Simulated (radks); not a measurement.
The numbers below are computed, except where a source is named.
Question: Excited configurations of Cd: one electron is placed in a higher orbital outside [Kr] 4d10 5s1. The ground configuration is [Kr] 4d10 5s2. Code: a radial shooting solver on a logarithmic mesh with Libxc functionals. Model: scalar-relativistic Kohn-Sham, r2SCAN, spin-polarised, spherical densities, finite nucleus; open shells are filled with parallel spins first (spin-orbit coupling, left out, can overturn this in heavy ions); meta-GGA in the generalised Kohn-Sham scheme; Fermi nuclear charge, rms radius 4.6087 fm. Excitation = E - E(ground); binding = E(ion) - E, where the ion is the core of charge +1; n* = 1/sqrt(2 binding) in atomic units, and the quantum defect is n - n*.

| outer orbital | excitation (eV) | binding (eV) | n* | quantum defect | eigenvalue (eV) | <r> (bohr) |
|---|---|---|---|---|---|---|
| 5p | 3.871 | 4.984 | 1.652 | 3.348 | -2.553 | 3.895 |
| 5d | 7.308 | 1.547 | 2.965 | 2.035 | -0.691 | 10.08 |
| 5f | 8.258 | 0.598 | 4.772 | 0.228 | -0.347 | 30.81 |
| 6s | 6.218 | 2.638 | 2.271 | 3.729 | -1.634 | 8.035 |
| 6d | 7.917 | 0.939 | 3.806 | 2.194 | -0.535 | 19.60 |
| 6f | 8.429 | 0.426 | 5.648 | 0.352 | -0.267 | 46.49 |
| 7d | 8.238 | 0.618 | 4.693 | 2.307 | -0.383 | 32.15 |
| 7f | 8.537 | 0.318 | 6.537 | 0.463 | -0.208 | 64.99 |

Estimate the row for 6p.

Answer: excitation (eV) 6.985; binding (eV) 1.871; n* 2.697; quantum defect 3.303; eigenvalue (eV) -1.117; <r> (bohr) 10.61. The Delta-SCF ionisation energy is 8.856 eV (NIST Atomic Spectra Database: 8.994 eV, measured). Self-interaction in the functional shifts the binding energies and quantum defects, so they are the method's values and not measured ones.
